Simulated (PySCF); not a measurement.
# Atomic charges by several schemes

C5H13NOSi.
Structure used (GFN2-xTB), in Å, numbered top down from 1:
```
atom  x, y, z in Å
C1     3.5795    0.4823   -0.1257
C2     2.3358    0.9068    0.6411
O3     1.1507    0.6120   -0.0334
Si4    0.6382   -0.8029   -0.6291
N5    -0.9613   -0.4221   -1.1178
C6    -1.9396    0.1470   -0.2554
C7    -3.3382    0.3636   -0.7376
C8    -3.0600   -0.6807    0.3108
H9     3.5670    0.9184   -1.1208
H10    4.4714    0.8142    0.3988
H11    3.6032   -0.5999   -0.2231
H12    2.3266    0.4182    1.6246
H13    2.3436    1.9918    0.7961
H14    0.7759   -1.8497    0.3996
H15    1.3276   -1.2160   -1.8522
H16   -1.3773   -1.0371   -1.7989
H17   -1.4993    0.8989    0.3844
H18   -3.5882    0.0222   -1.7313
H19   -3.8572    1.2630   -0.4435
H20   -3.3868   -0.4959    1.3222
H21   -3.1204   -1.7172    0.0139
```

Density: PBE0/pcSseg-1 (PySCF); schemes: Mulliken, IAO, Hirshfeld and ESP-fitted. Geometry: GFN2-xTB, one conformer, isolated molecule.

Q: Atoms with like bonding are taken together and averaged. For which atoms does the sign change between the 4 schemes (beyond +0.03 e in one, beyond −0.03 e in another)?

A: C2 and C6.

Q: Which atoms carry the lowest charge in the Mulliken, IAO, Hirshfeld and ESP-fitted schemes?

A: The schemes don't all agree: Mulliken O3 (-0.631); IAO N5 (-0.663); Hirshfeld N5 (-0.240); ESP-fitted N5 (-0.928).

Q: At which atom do the 4 schemes differ most?

A: At Si4: from +0.406 (Hirshfeld) to +1.105 e (IAO), 0.699 e apart.

Q: What partial charge does each atom carry?

A: In e; atoms taken as equivalent share a row and are averaged (×n: the atom named and its like, n in all):

```tsv
atom	environment	Mulliken	IAO	Hirshfeld	ESP-fitted
C1	methyl carbon	-0.337	-0.437	-0.122	-0.298
C2	sp3 carbon bound to oxygen	+0.062	-0.036	+0.013	+0.308
O3	silyl ether oxygen	-0.631	-0.646	-0.219	-0.435
Si4	oxygen-bound silicon	+0.886	+1.105	+0.406	+0.765
N5	silicon-bound nitrogen	-0.597	-0.663	-0.240	-0.928
C6	sp3 carbon bound to nitrogen	-0.058	-0.016	+0.006	+0.305
C7/C8	three-membered-ring carbon	-0.205	-0.315	-0.101	-0.334
H9/H10/H11	methyl hydrogen	+0.122	+0.145	+0.045	+0.080
H12/H13	methylene hydrogen	+0.106	+0.133	+0.039	-0.004
H14/H15	Si–H hydrogen	-0.148	-0.183	-0.096	-0.161
H16	N–H hydrogen	+0.180	+0.251	+0.113	+0.438
H17	methine hydrogen	+0.128	+0.154	+0.047	+0.078
H18/H21	methylene hydrogen	+0.119	+0.143	+0.043	+0.132
H19/H20	methylene hydrogen	+0.127	+0.148	+0.046	+0.129
```

Mean size of the charges over all atoms: IAO 0.266 e, ESP-fitted 0.254 e, Mulliken 0.222 e, Hirshfeld 0.093 e. Each set sums to the total charge, 0, to within 0.001 e. The Mulliken scheme counts on each atom the diagonal of the density matrix times the overlap matrix over that atom's basis functions. The ESP scheme fits charges at the nuclei, held to the total charge, to the electrostatic potential on points at 1.4 to 2.0 times the van der Waals radii.

Some averages cover members that differ in this geometry: H14/H15, IAO -0.196 to -0.170 e.

Q: How many electrons does the Hirshfeld scheme count on C6?

A: Z − q = 6 − (+0.006) = 5.994.

Q: How closely do the schemes follow one another over all atoms?

A: Correlation coefficient and root-mean-square difference: Mulliken with IAO 0.99, 0.073 e; IAO with Hirshfeld 0.99, 0.237 e; Mulliken with Hirshfeld 0.99, 0.179 e; Hirshfeld with ESP-fitted 0.91, 0.231 e; Mulliken with ESP-fitted 0.90, 0.153 e; IAO with ESP-fitted 0.89, 0.164 e.

Q: Sum the charges by element, for elements with more than one atom.

A: 
```
element  atoms  Mulliken     IAO  Hirshfeld  ESP-fitted
      C      5    -0.743  -1.119     -0.305      -0.352
      H     13    +1.084  +1.323     +0.357      +0.949
```

These values come from a run that also computed NMR shieldings. Time: 65 s wall; peak memory 0.94 GiB. Hardware: Arm Neoverse N1, one thread, no GPU (shared host).
